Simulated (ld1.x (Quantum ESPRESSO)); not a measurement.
**Scattering properties, TM potential for Sn**

- Element: tin (Sn)
- Generator: ld1.x (Quantum ESPRESSO) 7.5
- Type: norm-conserving Troullier–Martins (Kleinman–Bylander form)
- Functional: PBEsol
- Relativity: scalar-relativistic
- Frozen core: [Kr] 4d10
- Valence charge: 4
- Reference configuration: 5s1.75 5p2.25
- Partial waves: 5p (bound): rc 2.65 bohr; 5d channel at 0.5 Ry: rc 2.75 bohr; 5s (bound): rc 2.05 bohr
- Local potential: the s channel
- Core correction: Bessel-smoothed model core inside 0.95 bohr

The phase is arctan(r·u′/u) with u = r·R(r), unwrapped; energies in Ry, scanned from -3 to 5 Ry. A pole is an energy at which the radial function vanishes at the test radius. The pseudo phase is shifted by a multiple of π to meet the all-electron one at the reference energy, and phase errors are pseudo minus all-electron; the curves can meet again beyond the range given. Levels narrower than the energy grid can be missing from the lists of poles.

For each channel, where are the poles, and over which energies does the pseudopotential scatter like the atom?

```tsv
channel	radius (bohr)	reference energy (Ry)	poles, all-electron	poles, pseudo	unbroken range about the reference energy with phases within 0.05 rad	phase error 1 Ry above the reference energy (rad)
s	2.99	-0.80	-0.08	-0.08	below 1.7	-0.003
p	2.99	-0.28	0.95	0.93	below 2.6	-0.003
d	2.99	0.50	-1.90, 2.81	2.46	-1.7 to 2.6	-0.037
```

Phases in the d channel:

```tsv
E (Ry)	all-electron	pseudo
-3.00	1.372	-1.762
-2.52	1.347	-1.778
-2.04	1.225	-1.799
-1.56	-1.794	-1.827
-1.08	-1.851	-1.867
-0.60	-1.920	-1.931
-0.12	-2.045	-2.052
0.36	-2.357	-2.358
0.84	-3.366	-3.384
1.32	-4.248	-4.285
1.80	-4.517	-4.556
2.28	-4.635	-4.678
2.76	-4.706	-4.761
3.24	-4.761	-4.837
3.72	-4.814	-4.934
4.20	-4.877	-5.112
4.68	-4.973	-5.652
```
